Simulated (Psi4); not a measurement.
Method: SAPT0/jun-cc-pVDZ, frozen core run with Psi4.

Psi4 input:

```
molecule {
0 1
Cl 0.64100294 -0.00000000 -0.00000000
H -0.64100294 0.00000000 0.00000000
--
-1 1
Br -2.68562553 0.00000020 0.00000289
units angstrom
symmetry c1
no_reorient
no_com
}
set basis jun-cc-pvdz
set scf_type df
set freeze_core true
energy('sapt0')
```

Part of the output:

```
    SAPT Results
  --------------------------------------------------------------------------------------------------------
    Electrostatics                -42.35914659 [mEh]     -26.58076579 [kcal/mol]    -111.21392405 [kJ/mol]
      Elst10,r                    -42.35914659 [mEh]     -26.58076579 [kcal/mol]    -111.21392405 [kJ/mol]

    Exchange                       49.88547621 [mEh]      31.30360893 [kcal/mol]     130.97429975 [kJ/mol]
      Exch10                       49.88547621 [mEh]      31.30360893 [kcal/mol]     130.97429975 [kJ/mol]
      Exch10(S^2)                  48.08019702 [mEh]      30.17077913 [kcal/mol]     126.23453989 [kJ/mol]

    Induction                     -25.21237127 [mEh]     -15.82100183 [kcal/mol]     -66.19507166 [kJ/mol]
      Ind20,r                     -51.00198518 [mEh]     -32.00422888 [kcal/mol]    -133.90569365 [kJ/mol]
      Exch-Ind20,r                 38.16159449 [mEh]      23.94676208 [kcal/mol]     100.19325252 [kJ/mol]
      delta HF,r (2)              -12.37198058 [mEh]      -7.76353502 [kcal/mol]     -32.48263053 [kJ/mol]

    Dispersion                     -7.13880266 [mEh]      -4.47966630 [kcal/mol]     -18.74292379 [kJ/mol]
      Disp20                      -10.09027854 [mEh]      -6.33174537 [kcal/mol]     -26.49202265 [kJ/mol]
      Exch-Disp20                   2.95147588 [mEh]       1.85207908 [kcal/mol]       7.74909886 [kJ/mol]
      Disp20 (SS)                  -5.04513927 [mEh]      -3.16587269 [kcal/mol]     -13.24601132 [kJ/mol]
      Disp20 (OS)                  -5.04513927 [mEh]      -3.16587269 [kcal/mol]     -13.24601132 [kJ/mol]
      Exch-Disp20 (SS)              1.63483708 [mEh]       1.02587575 [kcal/mol]       4.29226415 [kJ/mol]
      Exch-Disp20 (OS)              1.31663880 [mEh]       0.82620332 [kcal/mol]       3.45683470 [kJ/mol]

  Total HF                        -17.68604165 [mEh]     -11.09815869 [kcal/mol]     -46.43469596 [kJ/mol]
  Total SAPT0                     -24.82484431 [mEh]     -15.57782499 [kcal/mol]     -65.17761975 [kJ/mol]
```
